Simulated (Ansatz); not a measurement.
Cost and result up the ladder for MoSF4 (6 atoms). The state is a singlet with charge 0. Geometry: r2SCAN-D4/def2-SVP.

```xyz
6

Mo   -0.018    0.007   -0.008
S     1.769   -0.691    0.807
F    -0.735    1.123    1.270
F    -1.303   -1.205    0.517
F    -0.140   -0.781   -1.669
F     0.427    1.547   -0.916
```

Ansatz on 2 threads of AMD EPYC 7R13 on a shared host. Times are rough, and most runs start from the orbitals of an earlier one. No level here is sound enough to serve as a yardstick. Binding counts from free atoms at the same level (Mo septet, S triplet, F doublet; other spins of the atoms weren't run), without zero-point energy or a counterpoise term.

In the def2 sets Mo takes a core potential; there is no spin–orbit coupling. HSE06 is defined as in plane-wave codes, on full-range PBE exchange. Correlated methods freeze 9 core orbitals; core or outer-core shells of Mo are correlated, in sets that lack core-valence functions.

Run but left out: HF/STO-3G (restricted singlet, unstable in another Hartree–Fock run and untested here); CCSD(T)/def2-TZVP (restricted singlet, unstable towards broken spin symmetry).

Correlated methods converge slowly with the basis.

```tsv
level	functions	wall time
PBE-D4/def2-SVP	105	1.4 s
PBE-D4/def2-TZVP	201	2.6 s
PBE0-D4/def2-SVP	105	2.7 s
PBE-D4/def2-TZVPD	246	4.3 s
PBE0-D4/def2-TZVP	201	4.4 s
HSE06-D4/def2-TZVP	201	4.7 s
r2SCAN-D4/def2-TZVP	201	6 s
PBE0-D4/def2-TZVPD	246	7 s
RPA@PBE/def2-TZVP	201	7 s
r2SCANh-D4/def2-TZVP	201	7.5 s
ωB97M-V/def2-TZVP (with forces)	201	14 s
ωB97M-V/def2-TZVPD	246	16 s
```

Problem. Estimate what each level gives for the binding energy per atom (eV).

Solution. 
```json
{"level": "PBE-D4/def2-SVP", "binding energy per atom (eV)": "4.54", "remarks": "restricted SCF unstable in HF"}
{"level": "PBE-D4/def2-TZVP", "binding energy per atom (eV)": "4.39", "remarks": "–"}
{"level": "PBE0-D4/def2-SVP", "binding energy per atom (eV)": "3.99", "remarks": "restricted SCF unstable in HF"}
{"level": "PBE-D4/def2-TZVPD", "binding energy per atom (eV)": "4.39", "remarks": "restricted SCF unstable in HF"}
{"level": "PBE0-D4/def2-TZVP", "binding energy per atom (eV)": "3.91", "remarks": "restricted SCF unstable in HF"}
{"level": "HSE06-D4/def2-TZVP", "binding energy per atom (eV)": "3.91", "remarks": "restricted SCF unstable in HF"}
{"level": "r2SCAN-D4/def2-TZVP", "binding energy per atom (eV)": "4.13", "remarks": "restricted SCF unstable in HF"}
{"level": "PBE0-D4/def2-TZVPD", "binding energy per atom (eV)": "3.92", "remarks": "restricted SCF unstable in HF"}
{"level": "RPA@PBE/def2-TZVP", "binding energy per atom (eV)": "3.65", "remarks": "–"}
{"level": "r2SCANh-D4/def2-TZVP", "binding energy per atom (eV)": "3.96", "remarks": "restricted SCF unstable in HF"}
{"level": "ωB97M-V/def2-TZVP (with forces)", "binding energy per atom (eV)": "3.94", "remarks": "restricted SCF unstable in HF"}
{"level": "ωB97M-V/def2-TZVPD", "binding energy per atom (eV)": "3.94", "remarks": "restricted SCF unstable in HF"}
```
